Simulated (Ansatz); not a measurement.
C₃H₁₁AlS (`[CH3][Al-]([CH3])([CH3])[SH2+]`), relaxed with RKS PBE0-D4/def2-TZVP in Ansatz from a PBE-D4/def2-SVP geometry. The force threshold is 0.005 eV/Å; the program also tests the step.

The species carries charge 0 and has multiplicity 1.

Start:

```xyz
16

C    -0.066   -0.968    1.719
Al   -0.073   -0.274   -0.144
C    -1.727   -0.470   -1.221
C     1.668   -0.100   -1.089
S    -0.320    2.315    0.485
H     0.020   -2.078    1.718
H    -1.002   -0.736    2.273
H     0.787   -0.595    2.328
H    -2.650   -0.266   -0.637
H    -1.743    0.192   -2.113
H    -1.822   -1.511   -1.602
H     1.619    0.570   -1.975
H     2.002   -1.090   -1.473
H     2.488    0.267   -0.433
H    -0.184    2.137    1.829
H     1.003    2.607    0.337
```

Question: How much energy does the relaxation release, and in how many steps? (Best estimate.)

Answer: Computed: 7.36 kJ/mol, in 24 steps, 2 of them rejected.

Question: Which bonds change most? (Best estimate.)

Answer: Computed: Al2–S5 from 2.675 to 2.597 Å; S5–H16 from 1.363 to 1.344 Å; S5–H15 from 1.363 to 1.344 Å; C4–H12 from 1.112 to 1.095 Å.

Question: Give the relaxed structure. (Best estimate.)

Answer: Computed: 
```xyz
16

C     0.072   -0.921    1.693
Al    0.010   -0.253   -0.163
C    -1.699   -0.372   -1.139
C     1.693   -0.200   -1.191
S    -0.111    2.294    0.328
H     0.130   -2.016    1.700
H    -0.819   -0.656    2.272
H     0.947   -0.563    2.246
H    -2.565   -0.110   -0.521
H    -1.724    0.262   -2.032
H    -1.866   -1.400   -1.483
H     1.629    0.437   -2.079
H     1.948   -1.206   -1.546
H     2.547    0.142   -0.597
H    -1.067    2.231    1.270
H     0.874    2.331    1.241
```
